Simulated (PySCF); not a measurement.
H3InOSe2, SMILES [OH][In]([SeH])[SeH].

Geometry optimised at B3LYP-D3(BJ)/def2-SVP. The structure was generated by enumeration; whether it is a known compound was not checked. The def2 effective core potentials stand for the cores of In; spin–orbit coupling is left out. The values are those of a single conformer.

Calculation: TDA-PBE/def2-SVPD run with PySCF.

Vertical excitations. Gas-phase values at a fixed geometry. State labels are in the subgroup Cs.

Computed UV-visible absorptions:
```json
[
 {"state": "S1", "symmetry": "A\"", "energy (eV)": "3.26", "λ (nm)": "380", "f": "0.000", "main pairs": "HOMO→LUMO 100 %"},
 {"state": "S2", "symmetry": "A\"", "energy (eV)": "3.54", "λ (nm)": "350", "f": "0.012", "main pairs": "HOMO−1→LUMO 100 %"},
 {"state": "S3", "symmetry": "A\"", "energy (eV)": "4.40", "λ (nm)": "282", "f": "0.019", "main pairs": "HOMO−3→LUMO 99 %"},
 {"state": "S4", "symmetry": "A'", "energy (eV)": "4.45", "λ (nm)": "279", "f": "0.003", "main pairs": "HOMO→LUMO+1 69 %, HOMO−2→LUMO 27 %"},
 {"state": "S5", "symmetry": "A'", "energy (eV)": "4.75", "λ (nm)": "261", "f": "0.010", "main pairs": "HOMO−1→LUMO+1 60 %, HOMO−4→LUMO 25 %"},
 {"state": "S6", "symmetry": "A\"", "energy (eV)": "4.82", "λ (nm)": "257", "f": "0.000", "main pairs": "HOMO→LUMO+2 98 %"},
 {"state": "S7", "symmetry": "A\"", "energy (eV)": "5.07", "λ (nm)": "245", "f": "0.006", "main pairs": "HOMO−1→LUMO+2 91 %"},
 {"state": "S8", "symmetry": "A\"", "energy (eV)": "5.32", "λ (nm)": "233", "f": "0.006", "main pairs": "HOMO→LUMO+3 85 %"},
 {"state": "S9", "symmetry": "A'", "energy (eV)": "5.43", "λ (nm)": "228", "f": "0.194", "main pairs": "HOMO−1→LUMO+1 25 %, HOMO−2→LUMO 21 %, HOMO−3→LUMO+1 20 %, HOMO−4→LUMO 13 %"},
 {"state": "S10", "symmetry": "A\"", "energy (eV)": "5.48", "λ (nm)": "226", "f": "0.027", "main pairs": "HOMO→LUMO+4 87 %"},
 {"state": "T1", "symmetry": "A\"", "energy (eV)": "2.99", "λ (nm)": "414", "f": "0", "main pairs": "HOMO→LUMO 100 %"},
 {"state": "T2", "symmetry": "A\"", "energy (eV)": "3.23", "λ (nm)": "383", "f": "0", "main pairs": "HOMO−1→LUMO 100 %"},
 {"state": "T3", "symmetry": "A'", "energy (eV)": "3.90", "λ (nm)": "318", "f": "0", "main pairs": "HOMO−2→LUMO 96 %"},
 {"state": "T4", "symmetry": "A\"", "energy (eV)": "4.06", "λ (nm)": "306", "f": "0", "main pairs": "HOMO−3→LUMO 99 %"}
]
```
Triplets are in the Tamm–Dancoff approximation.
